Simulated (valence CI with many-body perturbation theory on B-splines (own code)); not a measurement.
Results of a calculation; reference values are marked as such.
Tb⁵⁹⁺: magnetic and hyperfine properties of the levels

Level of theory: valence CI with perturbative core correlation (CI+MBPT): four valence electrons over a frozen Dirac-Fock core [He], radial functions for each j: 11 s, 11 p, 9 d, 7 f, 5 g, 2 h, 1 i, with the one-electron correlation potential Σ1, the two-electron term Σ2, the three-electron term Σ3, Breit, model QED; selected CI, second order for the rest (own B-spline code, finite nucleus).

The last digits are not significant, and no measured levels were compared; by estimate large intervals hold to a few tenths of a per cent, small ones and those within an open d or f shell to about a per cent. Among the levels kept, up to 270 cm⁻¹ of a level comes from second order outside the variational space, and about a tenth of that is noise between levels of different J, which matters for small intervals.

A/g_I is the dipole constant over the nuclear g factor μ/I (μ in nuclear magnetons, uniformly magnetised nucleus), B/Q the quadrupole constant per barn. Both hold the static response of the core; the bare values leave it out. Large factors of s and p1/2 electrons are usually good to 5 to 10 %; those of open d and f shells near neutrality can be off by tens of per cent, and small factors of p3/2, d and f electrons come from cancelling terms and can be off by a factor of two or in sign, in half-filled shells by more. B is blank for J = 1/2, where it vanishes, and for nearly pure S terms. Energies count from the lowest level. Levels with J = 0 are left out.

Levels are named by their leading jj configuration (3d3/2^4 stands for four electrons in 3d with j = 3/2), which in mixed levels can hold well under half, so a name can repeat and another be missing. Letters in brackets count levels of one name in rising energy.

```tsv
Level	E (eV)	g	A/g_I (MHz)	A/g_I bare	B/Q (MHz/b)	B/Q bare
(2s^2 2p1/2 2p3/2) J=1	776.4	1.476	-371000	-350000	539000	540000
(2s^2 2p1/2 2p3/2) J=2	793.9	1.147	1470000	1480000	995000	997000
(2s 2p1/2^2 2p3/2) J=2	1022.1	1.518	3650000	3630000	1010000	1010000
(2s 2p1/2^2 2p3/2) J=1	1097.1	1.106	-2560000	-2500000	632000	633000
(2s^2 2p3/2^2) J=2	1588.1	1.296	561000	573000	79000	79200
(2s 2p1/2 2p3/2^2) J=2 [a]	1774.6	1.551	2630000	2620000	228000	228000
(2s 2p1/2 2p3/2^2) J=3	1815.7	1.303	3260000	3240000	-3360	-3390
(2s 2p1/2 2p3/2^2) J=1 [a]	1885.0	1.300	-2770000	-2710000	-404000	-405000
(2s 2p1/2 2p3/2^2) J=2 [b]	1895.0	1.056	-179000	-150000	-156000	-157000
(2s 2p1/2 2p3/2^2) J=1 [b]	1898.6	1.313	7880000	7810000	217000	217000
(2p1/2^2 2p3/2^2) J=2	2155.9	1.316	519000	544000	74200	74300
(2s 2p3/2^3) J=2	2639.3	1.429	3710000	3680000	-1090000	-1100000
(2s 2p3/2^3) J=1	2712.0	1.171	-2610000	-2550000	-443000	-444000
(2p1/2 2p3/2^3) J=1	2944.8	1.476	-411000	-371000	-534000	-535000
(2p1/2 2p3/2^3) J=2	2962.7	1.127	1470000	1480000	-1150000	-1150000
(2s^2 2p1/2 3s) J=1	7696.2	1.311	4040000	4020000	-13300	-13300
(2s^2 2p1/2 3p1/2) J=1	7766.1	0.642	2790000	2770000	-3240	-3240
(2s 2p1/2^2 3s) J=1	7913.7	2.012	8120000	8030000	12200	12200
(2s 2p1/2^2 3p1/2) J=1	7994.8	1.362	7050000	6970000	-4850	-4860
(2s^2 2p1/2 3p3/2) J=2	8015.3	1.151	1190000	1190000	308000	309000
(2s^2 2p1/2 3p3/2) J=1	8017.7	1.515	-579000	-571000	148000	148000
(2s^2 2p1/2 3d3/2) J=2	8071.8	0.747	1150000	1140000	66300	66800
(2s^2 2p1/2 3d3/2) J=1	8096.3	0.833	-861000	-857000	24100	24400
(2s^2 2p1/2 3d5/2) J=2	8147.2	1.282	-619000	-616000	58900	59400
(2s^2 2p1/2 3d5/2) J=3	8150.9	1.098	746000	742000	54000	54600
(2s 2p1/2^2 3p3/2) J=2	8239.8	1.510	3330000	3290000	301000	302000
(2s 2p1/2^2 3p3/2) J=1	8244.6	1.128	-3050000	-3010000	160000	160000
(2s 2p1/2^2 3d3/2) J=1	8295.6	0.460	-3150000	-3110000	26100	26300
(2s 2p1/2^2 3d3/2) J=2	8301.1	1.128	3230000	3200000	51200	51600
(2s 2p1/2^2 3d5/2) J=3	8368.5	1.339	2210000	2180000	47400	48000
(2s 2p1/2^2 3d5/2) J=2	8384.7	1.022	-2030000	-2010000	40000	40500
```

Q: Take the isotope of mass number 157, with I = 3/2, μ = 2.03 μN and Q = 1.4 b. What is the hyperfine structure of (2s 2p1/2 2p3/2^2) J=3?

A: From the table A = 4410000 MHz, B = -4700 MHz. Shifts from the centre of gravity in MHz: F = 3/2: -2.65e+07, F = 5/2: -1.54e+07, F = 7/2: 2350, F = 9/2: 1.98e+07.
